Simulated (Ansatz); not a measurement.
Born–Oppenheimer molecular dynamics of AlF₂H₅OSi (10 atoms, charge 0, multiplicity 1). It starts from a rough guess of a transition structure, not a stationary point.

Theory: Ansatz, UKS B3LYP/6-31G.

```
ensemble                      : NVE (velocity Verlet)
time step                     : 0.5 fs
steps asked                   : 150
starting velocities drawn for : 300 K
seed                          : 915167
```

Frames 5 fs apart, positions in Å, forces in eV/Å.

Velocities at 5.0 fs (Å/ps):

```
Al -0.26 1.42 0.44
O -6.92 0.84 8.56
F -3.60 -4.68 -3.94
F 3.74 0.98 4.96
H 40.65 45.32 -105.88
Si 2.03 -0.84 -0.85
H -3.56 13.67 0.60
H -3.75 -12.83 -1.68
H 21.95 2.57 -18.61
H 2.35 -7.04 -17.65
```

```xyz
10
Properties=species:S:1:pos:R:3:forces:R:3 time_fs=5.0 energy_less_start_eV=-0.761 T=1028
Al 0.538 -1.326 -0.227 -1.30 2.02 0.11
O 0.650 0.248 -1.716 1.02 -0.30 -2.01
F -0.354 -2.605 -0.857 -0.18 -0.56 -0.38
F 1.916 -1.623 0.662 1.17 -0.40 0.26
H 0.182 0.639 -0.990 -1.06 1.60 1.14
Si -0.686 0.724 1.038 -1.04 -1.11 0.83
H 0.728 0.889 -2.490 0.22 -1.39 0.74
H -0.747 0.145 2.511 0.06 0.60 -0.99
H 0.039 2.070 1.052 -0.15 -0.32 0.01
H -2.209 0.984 0.619 1.25 -0.15 0.28
10
Properties=species:S:1:pos:R:3:forces:R:3 time_fs=10.0 energy_less_start_eV=-0.659 T=938
Al 0.530 -1.310 -0.224 -1.37 1.73 0.40
O 0.629 0.247 -1.698 -2.09 3.75 2.62
F -0.371 -2.630 -0.878 0.51 0.29 -0.02
F 1.940 -1.620 0.687 0.33 -0.26 -0.40
H 0.140 1.119 -1.140 1.60 -3.63 -1.01
Si -0.678 0.715 1.036 0.56 -1.25 -0.30
H 0.781 0.765 -2.495 0.95 -0.86 -1.74
H -0.760 0.156 2.412 0.00 0.31 0.42
H 0.117 2.030 0.965 -0.29 -0.32 0.11
H -2.074 0.942 0.562 -0.21 0.23 -0.07
10
Properties=species:S:1:pos:R:3:forces:R:3 time_fs=15.0 energy_less_start_eV=-1.242 T=1487
Al 0.511 -1.280 -0.217 -0.98 0.88 0.78
O 0.594 0.285 -1.671 2.56 -3.28 -3.83
F -0.383 -2.651 -0.900 0.99 1.04 0.28
F 1.969 -1.621 0.707 -0.58 -0.04 -1.05
H 0.270 1.075 -1.306 -0.81 2.40 0.82
Si -0.667 0.694 1.032 0.82 -1.70 -0.62
H 0.983 0.371 -2.658 -1.20 -0.12 2.87
H -0.774 0.239 2.407 -0.11 0.07 0.97
H 0.141 1.931 0.900 0.22 0.44 0.06
H -1.988 0.952 0.484 -0.92 0.31 -0.28
10
Properties=species:S:1:pos:R:3:forces:R:3 time_fs=20.0 energy_less_start_eV=-0.619 T=902
Al 0.482 -1.241 -0.202 -0.64 0.11 1.22
O 0.582 0.288 -1.676 -1.97 2.66 4.44
F -0.382 -2.660 -0.918 1.22 1.58 0.46
F 1.991 -1.622 0.714 -1.24 0.22 -1.45
H 0.339 1.366 -1.395 1.41 -4.47 -1.73
Si -0.650 0.661 1.024 -1.09 -0.95 0.65
H 1.017 -0.043 -2.421 1.31 0.53 -3.10
H -0.808 0.354 2.571 0.02 0.48 -1.12
H 0.200 1.908 0.851 -0.03 0.04 0.02
H -2.059 1.023 0.367 1.00 -0.20 0.63
10
Properties=species:S:1:pos:R:3:forces:R:3 time_fs=25.0 energy_less_start_eV=-1.086 T=1345
Al 0.448 -1.202 -0.178 -0.09 -0.85 1.30
O 0.569 0.286 -1.660 2.08 -8.22 -1.78
F -0.366 -2.649 -0.931 1.21 1.83 0.53
F 1.997 -1.620 0.703 -1.54 0.39 -1.58
H 0.560 1.180 -1.683 0.00 5.13 -0.03
Si -0.640 0.619 1.020 -0.17 0.66 0.47
H 1.091 -0.191 -2.425 -1.34 1.88 1.23
H -0.840 0.562 2.528 -0.01 -0.07 -0.33
H 0.251 1.888 0.808 -0.27 -0.59 0.03
H -1.948 1.056 0.372 0.12 -0.15 0.16
10
Properties=species:S:1:pos:R:3:forces:R:3 time_fs=30.0 energy_less_start_eV=-0.553 T=836
Al 0.414 -1.170 -0.141 0.69 -1.79 0.84
O 0.572 0.232 -1.653 1.76 4.33 -1.97
F -0.335 -2.615 -0.937 0.94 1.71 0.53
F 1.984 -1.614 0.672 -1.51 0.46 -1.37
H 0.819 1.313 -1.981 -1.56 -3.54 2.65
Si -0.632 0.582 1.020 0.32 0.58 0.25
H 1.034 -0.111 -2.419 0.30 -1.77 -1.22
H -0.879 0.762 2.436 -0.11 -0.37 1.12
H 0.260 1.760 0.768 0.40 0.17 -0.16
H -1.835 1.067 0.398 -1.23 0.22 -0.68
10
Properties=species:S:1:pos:R:3:forces:R:3 time_fs=35.0 energy_less_start_eV=-1.133 T=1399
Al 0.385 -1.153 -0.098 1.14 -1.88 -0.22
O 0.603 0.205 -1.677 -0.03 -9.64 -1.61
F -0.291 -2.560 -0.937 0.49 1.18 0.28
F 1.952 -1.602 0.625 -1.00 0.40 -0.89
H 0.797 1.044 -1.786 1.41 7.58 -0.17
Si -0.624 0.552 1.024 -2.20 2.32 1.33
H 0.956 -0.302 -2.515 -1.06 0.98 1.75
H -0.930 0.868 2.521 0.28 -0.64 -0.74
H 0.346 1.657 0.695 0.21 0.21 -0.07
H -1.925 1.097 0.312 0.76 -0.49 0.34
10
Properties=species:S:1:pos:R:3:forces:R:3 time_fs=40.0 energy_less_start_eV=-1.063 T=1326
Al 0.367 -1.153 -0.057 1.17 -0.91 -0.99
O 0.645 0.129 -1.716 0.18 2.55 3.34
F -0.243 -2.490 -0.933 -0.26 0.02 -0.35
F 1.909 -1.585 0.566 0.21 0.08 -0.07
H 0.818 1.231 -1.490 -0.49 -4.67 -1.85
Si -0.632 0.540 1.038 -1.22 2.49 0.53
H 0.727 -0.430 -2.501 0.33 1.12 -0.99
H -0.925 0.835 2.487 0.20 -0.29 -0.11
H 0.469 1.595 0.611 -0.56 -0.24 0.23
H -1.886 1.034 0.281 0.45 -0.16 0.25
10
Properties=species:S:1:pos:R:3:forces:R:3 time_fs=45.0 energy_less_start_eV=-1.172 T=1433
Al 0.358 -1.161 -0.023 0.22 0.44 -0.95
O 0.683 0.057 -1.718 -1.51 -9.14 -1.23
F -0.197 -2.421 -0.934 -1.13 -1.53 -1.26
F 1.869 -1.567 0.506 2.04 -0.35 0.77
H 0.804 0.887 -1.517 1.25 7.85 0.85
Si -0.649 0.548 1.056 0.67 0.89 0.02
H 0.600 -0.316 -2.631 0.22 0.93 0.96
H -0.879 0.735 2.458 -0.12 0.09 1.18
H 0.476 1.491 0.582 -0.33 0.22 0.32
H -1.784 0.945 0.284 -1.30 0.60 -0.66
10
Properties=species:S:1:pos:R:3:forces:R:3 time_fs=50.0 energy_less_start_eV=-0.701 T=979
Al 0.351 -1.165 0.002 -0.71 1.23 -0.65
O 0.715 -0.064 -1.710 -0.01 5.69 -2.62
F -0.166 -2.371 -0.951 -1.71 -2.54 -1.78
F 1.853 -1.554 0.456 3.25 -0.56 1.29
H 0.896 1.042 -1.590 -0.33 -4.03 0.35
Si -0.665 0.565 1.075 -1.71 0.61 0.91
H 0.472 -0.008 -2.736 0.41 -1.45 2.64
H -0.851 0.649 2.615 -0.01 0.07 -0.97
H 0.421 1.454 0.618 0.37 0.97 0.10
H -1.889 0.962 0.198 0.45 0.02 0.74
10
Properties=species:S:1:pos:R:3:forces:R:3 time_fs=55.0 energy_less_start_eV=-1.230 T=1480
Al 0.338 -1.159 0.020 -0.27 0.68 -0.91
O 0.743 -0.129 -1.720 -0.73 -2.18 0.83
F -0.155 -2.351 -0.989 -1.67 -2.23 -1.32
F 1.878 -1.547 0.421 2.55 -0.36 1.13
H 1.009 0.719 -1.549 1.96 4.13 1.41
Si -0.693 0.588 1.101 -0.54 1.19 -0.07
H 0.384 -0.059 -2.585 -1.06 -1.31 -1.83
H -0.832 0.582 2.605 -0.19 0.15 -0.31
H 0.410 1.603 0.691 -0.52 -0.03 0.34
H -1.932 0.997 0.254 0.47 -0.04 0.74
10
Properties=species:S:1:pos:R:3:forces:R:3 time_fs=60.0 energy_less_start_eV=-1.035 T=1302
Al 0.324 -1.148 0.030 1.02 -0.39 -1.46
O 0.773 -0.189 -1.720 -0.48 1.83 0.03
F -0.166 -2.359 -1.043 -1.26 -1.10 -0.31
F 1.933 -1.544 0.401 0.72 0.02 0.73
H 1.282 0.716 -1.405 -1.94 -2.53 -2.48
Si -0.724 0.620 1.127 1.46 0.79 -0.23
H 0.147 -0.374 -2.589 2.57 1.38 2.88
H -0.856 0.545 2.554 -0.28 -0.02 1.20
H 0.301 1.763 0.835 -0.46 -0.41 0.18
H -1.911 1.038 0.453 -1.35 0.43 -0.54
```

Of the whole run (75 fs, mean temperature of the second half 1461 K): The conserved energy stayed within 1.6 meV per atom of its start (net change 0.26 meV per atom), so the integration is sound. The system heated up, since it started high on the potential surface and ran downhill. A run of 0.075 ps of so small a system gives no equilibrium averages. The orbitals stay closed-shell, which can raise the energy where a bond breaks towards radicals; this wasn't checked here. Limits of this set-up: no polarisation functions.

Time of the run: 14 min on 1 thread of Arm Neoverse V1, on a shared host, peak memory 0.2 GiB.
